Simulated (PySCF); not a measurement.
Te(Br)(OH) (BrHOTe), SMILES O[Te]Br.

Geometry optimised at PBE0-D3(BJ)/def2-TZVP. The def2 effective core potentials stand for the cores of Te; spin–orbit coupling is left out. One conformer was computed; it need not be the lowest.

Calculation: TDA-LC-ωPBE/def2-SVPD (PySCF).

Vertical excitations. 

Computed UV-visible absorptions:
```json
[
 {"state": "S1", "energy (eV)": "2.66", "λ (nm)": "465", "f": "0.001", "main pairs": "HOMO→LUMO 93 %"},
 {"state": "S2", "energy (eV)": "3.47", "λ (nm)": "357", "f": "0.003", "main pairs": "HOMO→LUMO+1 87 %"},
 {"state": "S3", "energy (eV)": "5.24", "λ (nm)": "237", "f": "0.004", "main pairs": "HOMO−1→LUMO 92 %"},
 {"state": "S4", "energy (eV)": "5.63", "λ (nm)": "220", "f": "0.003", "main pairs": "HOMO−3→LUMO 60 %, HOMO−2→LUMO 32 %"},
 {"state": "S5", "energy (eV)": "6.21", "λ (nm)": "200", "f": "0.081", "main pairs": "HOMO→LUMO+2 70 %"},
 {"state": "S6", "energy (eV)": "6.28", "λ (nm)": "198", "f": "0.038", "main pairs": "HOMO−2→LUMO 26 %, HOMO−1→LUMO+1 24 %, HOMO−2→LUMO+1 17 %, HOMO−3→LUMO 13 %"},
 {"state": "S7", "energy (eV)": "6.40", "λ (nm)": "194", "f": "0.067", "main pairs": "HOMO−2→LUMO+1 49 %, HOMO−3→LUMO+1 13 %, HOMO−1→LUMO+1 12 %, HOMO−2→LUMO 8 %"},
 {"state": "S8", "energy (eV)": "7.00", "λ (nm)": "177", "f": "0.002", "main pairs": "HOMO−3→LUMO+1 63 %, HOMO−2→LUMO+1 16 %"},
 {"state": "S9", "energy (eV)": "7.05", "λ (nm)": "176", "f": "0.053", "main pairs": "HOMO→LUMO+3 43 %, HOMO→LUMO+4 35 %"},
 {"state": "S10", "energy (eV)": "7.16", "λ (nm)": "173", "f": "0.078", "main pairs": "HOMO→LUMO+4 42 %, HOMO→LUMO+3 21 %, HOMO→LUMO+2 17 %"},
 {"state": "T1", "energy (eV)": "1.90", "λ (nm)": "653", "f": "0", "main pairs": "HOMO→LUMO 94 %"},
 {"state": "T2", "energy (eV)": "2.52", "λ (nm)": "492", "f": "0", "main pairs": "HOMO→LUMO+1 85 %"},
 {"state": "T3", "energy (eV)": "4.57", "λ (nm)": "271", "f": "0", "main pairs": "HOMO−1→LUMO 82 %"},
 {"state": "T4", "energy (eV)": "4.84", "λ (nm)": "256", "f": "0", "main pairs": "HOMO−2→LUMO 72 %"}
]
```
Triplets are in the Tamm–Dancoff approximation.
